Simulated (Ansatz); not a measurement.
Consider the homolysis of the Si–Si bond: `CO[SiH2][SiH2]F` → `F[SiH2]`• + `CO[SiH2]`•.

Gas-phase electronic energies from Ansatz, PBE0-D4/def2-TZVP geometries. CCSD(T)/CBS adds triple-zeta CCSD(T) − MP2 to the extrapolated MP2 energy (def2 sets, frozen cores). This one scheme is used for every species. DFT in def2-TZVPP. B3LYP here is the variant with VWN-RPA as its local correlation; programs differ in this. No spin–orbit coupling; open shells (•) take unrestricted orbitals. Each species was taken in one conformer, which may not be the lowest.

`CO[SiH2][SiH2]F`:

Z-matrix (Å, degrees):
```
C
O 1 1.411
H 1 1.091 2 108.1
H 1 1.096 2 111.7 3 -119.4
H 1 1.096 2 111.4 3 119.2
Si 2 1.645 1 122.5 3 -179.6
Si 6 2.355 2 112.2 1 -65.0
H 6 1.493 2 110.7 1 56.8
H 6 1.485 2 106.6 1 175.7
F 7 1.612 6 109.6 2 61.2
H 7 1.489 6 111.2 2 -179.8
H 7 1.487 6 112.3 2 -57.8
```

`F[SiH2]`•:

```xyz
4

F     1.428    0.085   -0.356
Si   -0.155    0.296   -0.205
H    -0.444    0.566    1.232
H    -0.829   -0.948   -0.671
```

`CO[SiH2]`•:

```xyz
8

C    -0.165    1.164   -0.056
O    -0.689   -0.128    0.150
Si    0.236   -1.452    0.462
H    -0.943    1.777   -0.514
H     0.704    1.146   -0.725
H     0.131    1.625    0.891
H    -0.661   -2.627    0.287
H     1.387   -1.505   -0.496
```

| level | ΔE (kJ/mol) | difference from CCSD(T)/CBS |
| --- | --- | --- |
| PBE0-D4 | 317.8 | -16.7 |
| B3LYP-D4 | 313.4 | -21.1 |
| ωB97X-V | 336.4 | 1.9 |
| ωB97M-V | 333.5 | -1.0 |
| r2SCAN0 | 304.2 | -30.3 |
| CCSD(T)/def2-SVP | 312.0 | -22.5 |
| HF/def2-TZVPP | 240.4 | -94.1 |
| MP2/def2-TZVPP | 321.8 | -12.7 |
| MP2/CBS(def2) | 332.7 | -1.8 |
| CCSD/CBS(def2) | 329.5 | -5.0 |
| CCSD(T)/CBS | 334.5 | 0 |

Largest T1 diagnostic among the species: 0.015.

From PBE to PBE0 (25 % exact exchange), in def2-TZVPP and without D4, ΔE moves by +6.5 kJ/mol. At CCSD(T), def2-SVP lies −22.5 kJ/mol from the extrapolated value and def2-TZVPP −10.9 kJ/mol: correlation converges slowly with the basis, and small sets miss more of it in the bonded molecule than in its fragments.

CCSD(T)/CBS has its own doubt, a few kJ/mol and more with outer-core shells, so smaller differences from it don't rank the levels.
